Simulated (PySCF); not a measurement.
Calculation: PBE-D3(BJ)/def2-TZVP // B3LYP-D3(BJ)/def2-TZVP run with PySCF 2.14.0. Isolated molecules, 0 K electronic values unless said otherwise. Excitations are Tamm–Dancoff values on a coarser integration grid. The basis has no diffuse functions, so Rydberg states are missing or too high.

Reference species (SMILES): `C1O[SiH2]1` (neutral, multiplicity 1).

```json
{
 "HOMO–LUMO gap": "5.09 eV",
 "T1 excitation (TDA)": "4.58 eV",
 "S1 oscillator strength": "0.005"
}
```

Changed species: `[SiH3]C=O`.

What does the change do to the HOMO–LUMO gap, T1 excitation (TDA) and S1 oscillator strength?

the HOMO–LUMO gap drops by 2.24 eV, to 2.85 eV; the T1 excitation (TDA) decreases by 2.16 eV, to 2.42 eV; the S1 oscillator strength hardly moves.
